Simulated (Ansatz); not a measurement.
Reaction (hydrogenolysis of a C–Si bond): `C[Si](C)(C)[CH2][Ga]([Cl])[Cl]` + H₂ → `[CH3][Ga]([Cl])[Cl]` + trimethylsilane

Program: Ansatz. Geometries: PBE0-D4/def2-TZVP. ΔE: electronic, gas phase. CBS: MP2 limit from def2 TZ/QZ plus the TZ coupled-cluster correction, frozen cores. This one scheme is used for every species. DFT in def2-TZVPP. B3LYP here is the variant with VWN-RPA as its local correlation; programs differ in this. HSE06 is defined as in plane-wave codes. For Ga outer-core shells are correlated without core-valence functions, which leaves a few kJ/mol of doubt a bond. Scalar relativity is left out up to krypton. Each species was taken in one conformer, which may not be the lowest.

`C[Si](C)(C)[CH2][Ga]([Cl])[Cl]`:

Z-matrix (Å, degrees):
```
C
Si 1 1.872
H 1 1.093 2 111.1
H 1 1.094 2 110.9 3 -119.9
H 1 1.093 2 111.2 3 120.2
C 2 1.876 1 109.9 3 -178.1
C 2 1.870 1 110.5 3 60.4
C 2 1.888 1 109.1 3 -59.0
H 6 1.093 2 110.8 1 -55.5
H 6 1.095 2 112.0 1 -174.7
H 6 1.093 2 111.6 1 64.6
H 7 1.093 2 111.5 1 -177.5
H 7 1.093 2 110.8 1 62.4
H 7 1.093 2 111.1 1 -57.4
Ga 8 1.934 2 111.2 1 -164.4
H 8 1.094 2 109.9 1 75.1
H 8 1.093 2 110.6 1 -45.1
Cl 15 2.141 8 123.3 2 101.1
Cl 15 2.143 8 123.1 2 -75.1
```

H₂:

Cartesian coordinates in Å:
```
H 0.295 0.142 -0.178
H -0.295 -0.142 0.178
```

`[CH3][Ga]([Cl])[Cl]`:

Cartesian coordinates in Å:
```
C -0.115 -0.813 -0.586
Ga 0.114 0.745 0.553
Cl -1.090 2.501 0.364
Cl 1.585 0.870 2.099
H 0.524 -1.628 -0.250
H -1.159 -1.128 -0.567
H 0.142 -0.548 -1.613
```

`C[SiH](C)C`:

Cartesian coordinates in Å:
```
C 0.570 0.701 1.533
Si 0.412 0.105 -0.236
C -1.007 0.978 -1.093
C 0.156 -1.750 -0.278
H 1.407 0.214 2.040
H 0.738 1.780 1.572
H -0.339 0.483 2.100
H 1.678 0.428 -0.963
H -1.955 0.766 -0.591
H -1.100 0.653 -2.133
H -0.862 2.061 -1.093
H 0.986 -2.274 0.203
H -0.764 -2.029 0.245
H 0.081 -2.115 -1.305
```

```
           level  ΔE (kJ/mol)
         PBE0-D4         -1.0
        B3LYP-D4         -1.6
        HSE06-D4         -1.4
          revPBE        -23.9
            BLYP        -31.1
            PBE0        -17.2
     HF/def2-SVP        -44.7
CCSD(T)/def2-SVP        -10.0
```

What does CCSD(T)/CBS give? (Estimate.)

The calculation gave: +1.8 kJ/mol. The listed levels differ from it by -2.8, -3.4, -3.2, -25.7, -32.9, -19.0, -46.5, -11.8 kJ/mol.

Largest T1 diagnostic among the species: 0.011.

The D4 term adds +27.3 kJ/mol with B3LYP and +16.2 kJ/mol with PBE0; it sums over pairs of atoms, weighted by their polarisabilities, and B3LYP, whose exchange is more repulsive, gets the larger term. At CCSD(T), def2-SVP lies −11.8 kJ/mol from the extrapolated value and def2-TZVPP −1.7 kJ/mol. In def2-TZVPP, CCSD(T) changes the Hartree–Fock value by +42.1 kJ/mol (the triples alone add +7.7 kJ/mol) and MP2 by +50.9 kJ/mol.

CCSD(T)/CBS has its own doubt, a few kJ/mol and more with outer-core shells, so smaller differences from it don't rank the levels.
